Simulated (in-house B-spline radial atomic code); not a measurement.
RPA and G0W0 on CAM-B3LYP: the selenium ion Se⁵⁺

Configuration [Ar] 3d10 4s1, highest spin, mean-field start CAM-B3LYP. Computed with a B-spline radial code for spherical atoms: all electrons, non-relativistic, point nucleus, each spin shell either full or empty, empty states to l = 9 with an (l + 1/2)⁻⁴ tail; G0W0 by contour deformation at full frequency.

Command:
```bash
python run_gw.py task.json out
```
Settings (radii: box in bohr, nucleus in fm):
```
Z                        34
electrons                29
configuration            [Ar] 3d10 4s1
hamiltonian              nr
method                   camb3lyp
lmax                     9
spin_polarised           True
box_radius               10.43
intervals                50
ion_configuration        [Ar] 3d10
```

Run time, properties included: 6.2 s on 1 thread of Arm Neoverse N1, with other jobs on the host.

Energies (hartree):

```json
{"term": "mean-field total", "value": "-2395.33178"}
{"term": "Hartree-Fock functional on these orbitals", "value": "-2393.72541"}
{"term": "direct second order", "value": "-2.4256"}
{"term": "second-order exchange", "value": "0.70951"}
{"term": "SOSEX correction", "value": "0.65834"}
```

Problem. What is the RPA correlation energy, and what remains with SOSEX?

Solution. RPA gives -2.1338 hartree (-2 eV per electron); RPA + SOSEX gives -1.4755, and the second-order doubles -1.7161 hartree (no singles). SOSEX takes back 31 % of the RPA value.

Quasi-particle levels (eV):

| level | occupied | mean field | Σx - vxc | Σc | QP weight | G0W0 |
| --- | --- | --- | --- | --- | --- | --- |
| 4s up | yes | -78.42 | -1.48 | ? | ? | ? |
| 3d down | yes | -128.40 | -12.36 | 2.67 | 0.954 | -138.09 |
| 3d up | yes | -128.67 | -12.38 | 2.62 | 0.920 | -138.42 |
| 4s down | no | -70.72 | 6.35 | -2.38 | 0.967 | -66.75 |

G0W0 = mean field + (Σx - vxc) + Σc, with Σc (partial-wave tail included) taken at the quasi-particle energy. Only the outer levels were computed. Levels of low weight are left out.

Problem. Where does G0W0 put 4s up?

Solution. At -81.62 eV, with Σc = -1.72 eV and a quasi-particle weight of 0.978. The tabulated removal energy is 81.83 ± 0.03 eV (NIST, measured); the calculation leaves out relativity, Breit and QED terms, and what these don't explain is the method's own error.

Problem. What does it cost to remove one electron (to [Ar] 3d10) by differences of total energies, each species on its own start (correlation terms add to the Hartree-Fock functional)?

Solution. CAM-B3LYP 81.98 eV, Hartree-Fock functional 79.56 eV, + RPA 81.21 eV, + RPA + SOSEX 80.56 eV, + second order 80.95 eV. Tabulated: 81.83 ± 0.03 eV (NIST, measured); the calculation leaves out relativity, Breit and QED terms, and what these don't explain is the method's own error.
